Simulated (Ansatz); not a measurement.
B(F)(OH)(OSiH3) (BFH₄O₂Si), SMILES OB(F)O[SiH3].

Coordinates come from a B3LYP-D3(BJ)/def2-SVP optimisation. This is a generated structure with no PubChem entry under its InChIKey; it may be hypothetical. Other conformers were not sampled.

Two levels are set side by side: PBE/def2-SVPD (Ansatz, an electronic-structure program) and PBE0/def2-SVPD (Ansatz). Energy differences of separate SCF runs at the same geometry; the states with an electron removed or added have multiplicity 2 and 2. Differences are taken from unrounded values.

```csv
quantity,PBE0,PBE,PBE minus PBE0
vertical ionisation energy (eV),11.50,11.00,-0.50
vertical singlet–triplet gap (eV),7.35,6.77,-0.58
```
